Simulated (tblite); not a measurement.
Species: C₆H₁₀FO (doublet state).
Geometry (GFN2-xTB, Å), atoms numbered from 1 in this order:
```xyz
18
C6H10FO angstrom
F      1.5061    0.2402    1.5515
C      1.5693   -0.1392    0.1781
C      1.3551    1.0077   -0.7160
O      0.2019    1.7021   -0.8869
C     -0.8928    1.4270   -0.0404
C     -1.5214    0.0490   -0.2681
C     -0.8060   -1.0638    0.4925
C      0.6121   -1.3257   -0.0082
H      2.6034   -0.4790    0.0481
H      2.1780    1.4644   -1.2344
H     -0.5921    1.5302    1.0097
H     -1.6170    2.2107   -0.2794
H     -2.5594    0.0926    0.0660
H     -1.5186   -0.1649   -1.3394
H     -0.7660   -0.8066    1.5530
H     -1.3815   -1.9868    0.3941
H      1.0217   -2.1773    0.5389
H      0.5984   -1.5744   -1.0710
```

Calculated harmonic vibrations of the isolated species, GFN2-xTB (tblite), most abundant isotopes, no scaling. The method is semi-empirical: single wavenumbers can be off by several per cent or more. One conformer, not necessarily the lowest. Open shells enter through the occupations alone, without spin polarisation, and single modes of such species can be off by tens of per cent.

Harmonic wavenumbers (cm⁻¹): 95.2, 127.6, 210.3, 278.4, 317.3, 340.5, 378.4, 409.2, 445.9, 537.9, 690.9, 781.4, 816.2, 867.3, 899.4, 912.0, 937.2, 983.5, 1059.3, 1070.4, 1100.9, 1129.3, 1166.8, 1213.6, 1230.2, 1247.5, 1253.0, 1261.7, 1306.2, 1324.2, 1337.2, 1346.1, 1358.2, 1403.6, 1459.0, 1464.0, 1472.2, 1490.1, 2911.2, 2927.9, 2967.7, 2974.2, 2979.1, 2980.3, 2990.3, 2993.4, 2996.7, 3129.6.

A = 2564, B = 2229, C = 1576 MHz; mass 117.072 u (most abundant isotopes); point group C1, symmetry number 1; spin multiplicity 2.

Problem. What is the zero-point energy?

Solution. Half the sum of the wavenumbers: 32786 cm⁻¹ = 392.21 kJ/mol.

Problem. What is S at 298.15 K and 1 bar for an ideal gas of classical rigid rotors and harmonic oscillators?

Solution. Translation 168.26, rotation 117.02, vibration 75.58, spin (R ln 2) 5.76: S = 366.6 J/(mol K).

Problem. And Cp and H(298.15 K) − H(0)?

Solution. Cp = 133.96 J/(mol K), of which vibrations give 100.70 (their classical limit is 48 R = 399.1); H(298.15 K) − H(0) = 23.27 kJ/mol without the zero-point energy, 13.36 from vibrations.

Problem. Blend soft modes into free rotors: weight 1/[1 + (100 cm⁻¹/ν̃)⁴] for the oscillator and the rest for a rotor with moment μB/(μ + B), μ = h/(8π²ν), B = 10⁻⁴⁴ kg m². What vibrational entropy results?

Solution. 73.77 J/(mol K) in place of 75.58, which changes −T·S at 298.15 K by +0.54 kJ/mol.

Problem. Which modes carry the vibrational entropy at 298.15 K?

Solution. 95.2 cm⁻¹: 14.85; 127.6 cm⁻¹: 12.48; 210.3 cm⁻¹: 8.54; 278.4 cm⁻¹: 6.46; 317.3 cm⁻¹: 5.54; 340.5 cm⁻¹: 5.06 J/(mol K); the other 42 give 22.65 together.

Problem. What must be added to the electronic energy to get the Gibbs energy at 298.15 K and 1 bar?

Solution. ZPE + [H(298.15 K) − H(0)] − T·S = 392.21 + 23.27 − 109.31 = 306.17 kJ/mol.

Problem. How do the functions run with temperature in this model?

Solution. 
| T (K) | S (J/(mol K)) | Cp (J/(mol K)) | H − H(0) (kJ/mol) | G − H(0) (kJ/mol) | ln q(vib) |
| --- | --- | --- | --- | --- | --- |
| 150 | 296.8 | 77.6 | 7.74 | -36.78 | 1.23 |
| 250 | 344.8 | 114.4 | 17.30 | -68.91 | 2.85 |
| 400 | 411.9 | 175.7 | 39.06 | -125.69 | 5.61 |
| 600 | 496.6 | 242.5 | 81.29 | -216.65 | 9.63 |
| 900 | 608.0 | 305.9 | 164.37 | -382.83 | 15.74 |

q(vib) and H(0) count from the zero-point level.

Hindered rotation and anharmonicity are outside this model. Other conformers, if any are populated, would add a mixing term that is left out. The structure is chiral; the term R ln 2 for an equal mix with its mirror image is left out.
